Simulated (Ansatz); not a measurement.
`B/C=C(/B)N` + `C=N` → `BC=C(N)C=N` + BH₃  (formal exchange of groups at a C–B bond)

Computed with Ansatz on PBE0-D4/def2-TZVP structures; ΔE is electronic, products minus reactants. CCSD(T)/CBS adds triple-zeta CCSD(T) − MP2 to the extrapolated MP2 energy (def2 sets, frozen cores). This one scheme is used for every species. Functionals use def2-TZVPP. Each species was taken in one conformer, which may not be the lowest.

| level | ΔE (kcal/mol) |
| --- | --- |
| ωB97X-V | 4.7 |
| MP2/def2-QZVPP | 4.5 |

**Question.** What does CCSD(T)/CBS give? (Estimate.)

**Answer.** Computed: +5.6 kcal/mol. The listed levels differ from it by -0.9, -1.1 kcal/mol.

Largest T1 diagnostic among the species: 0.014.

From PBE to PBE0 (25 % exact exchange), in def2-TZVPP and without D4, ΔE moves by −0.8 kcal/mol. The D4 term adds −0.9 kcal/mol with B3LYP and −0.5 kcal/mol with PBE0; it sums over pairs of atoms, weighted by their polarisabilities, and B3LYP, whose exchange is more repulsive, gets the larger term.

B3LYP here is the variant with VWN-RPA as its local correlation; programs differ in this.
